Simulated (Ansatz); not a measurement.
Frontier orbitals of C$_{4}$H$_{11}$NSi, SMILES `C=CN([SiH3])CC`.

Total charge 0; spin multiplicity 1. Geometry: relaxed with PBE0-D4/def2-TZVP. It is one conformer, not always the lowest. Basis def2-TZVPP, Ansatz.

```csv
functional,HOMO (eV),LUMO (eV),gap (eV)
PBE,-4.86,-0.46,4.40
revPBE,-4.80,-0.33,4.47
PBE0,-5.94,0.41,6.35
r2SCANh,-5.45,0.26,5.71
r2SCAN0,-6.07,0.68,6.75
HSE06 (plane-wave form),-5.55,0.03,5.58
BHLYP,-6.90,1.26,8.16
ωB97X-V,-8.18,2.41,10.59
ωB97M-V,-8.12,2.07,10.19
```

From PBE to PBE0 the HOMO moves by −1.08 eV and the LUMO by +0.87 eV, and with ωB97M-V by −3.26 and +2.52 eV, so the gap grows from 4.40 to 10.18 eV with exact exchange. A positive LUMO is unbound and depends on the basis.
